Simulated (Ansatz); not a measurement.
Mulliken charges of C2H3F2NSi (`C[Si](F)(F)C#N`) from ωB97M-V/def2-TZVPP in Ansatz (PBE0-D4/def2-TZVP geometry).

```json
{"atom": "C1", "x (Å)": "-0.467", "y (Å)": "-0.914", "z (Å)": "0.731", "charge (e)": "-0.444"}
{"atom": "Si2", "x (Å)": "0.507", "y (Å)": "0.026", "z (Å)": "-0.496", "charge (e)": "0.855"}
{"atom": "F3", "x (Å)": "2.053", "y (Å)": "-0.005", "z (Å)": "-0.173", "charge (e)": "-0.280"}
{"atom": "F4", "x (Å)": "0.309", "y (Å)": "-0.531", "z (Å)": "-1.961", "charge (e)": "-0.280"}
{"atom": "C5", "x (Å)": "0.022", "y (Å)": "1.806", "z (Å)": "-0.546", "charge (e)": "-0.260"}
{"atom": "N6", "x (Å)": "-0.323", "y (Å)": "2.903", "z (Å)": "-0.532", "charge (e)": "-0.003"}
{"atom": "H7", "x (Å)": "-0.320", "y (Å)": "-0.503", "z (Å)": "1.732", "charge (e)": "0.139"}
{"atom": "H8", "x (Å)": "-1.532", "y (Å)": "-0.866", "z (Å)": "0.491", "charge (e)": "0.139"}
{"atom": "H9", "x (Å)": "-0.160", "y (Å)": "-1.963", "z (Å)": "0.738", "charge (e)": "0.135"}
```

Problem. By hand: the dipole of these point charges (1 e Å = 4.8032 D).

Solution. Σ q r = (-0.304, -0.355, 0.401) e Å, of length 0.616 e Å = 2.96 D.

Problem. How does the dipole of the full density compare? (An estimate is asked.)

Solution. Computed: (-0.143, -0.662, 0.334) e Å, 3.63 D; the point charges give 0.82 times that, at 28° from its direction.

Point charges leave out the atoms' own dipoles, such as those of lone pairs, and Mulliken's split depends on the basis, so the two needn't agree.
